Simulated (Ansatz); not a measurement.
Consider the formal exchange of groups at a C–C bond: `C#[C][AlH][CH2]C` + `B[CH2][AlH][CH3]` → `B[CH2][Al]([CH3])[CH3]` + `C#[C][AlH][CH3]`.

Computed with Ansatz on PBE0-D4/def2-TZVP structures; ΔE is electronic, products minus reactants. CBS: MP2 limit from def2 TZ/QZ plus the TZ coupled-cluster correction, frozen cores. This one scheme is used for every species. Each species was taken in one conformer, which may not be the lowest.

| species | CCSD(T)/CBS(def2) energy (Eh) |
| --- | --- |
| `C#[C][AlH][CH2]C` | -398.38358 |
| `B[CH2][AlH][CH3]` | -347.72427 |
| `B[CH2][Al]([CH3])[CH3]` | -387.00283 |
| `C#[C][AlH][CH3]` | -359.12937 |

**Question.** Work out ΔE.

**Answer.** ΔE = (-387.00283) + (-359.12937) − (-398.38358) − (-347.72427) = -0.02435 Eh = -63.9 kJ/mol.

Largest T1 diagnostic among the species: 0.012.

In def2-TZVPP, CCSD(T) changes the Hartree–Fock value by −7.8 kJ/mol (the triples alone add −1.1 kJ/mol) and MP2 by −10.1 kJ/mol.
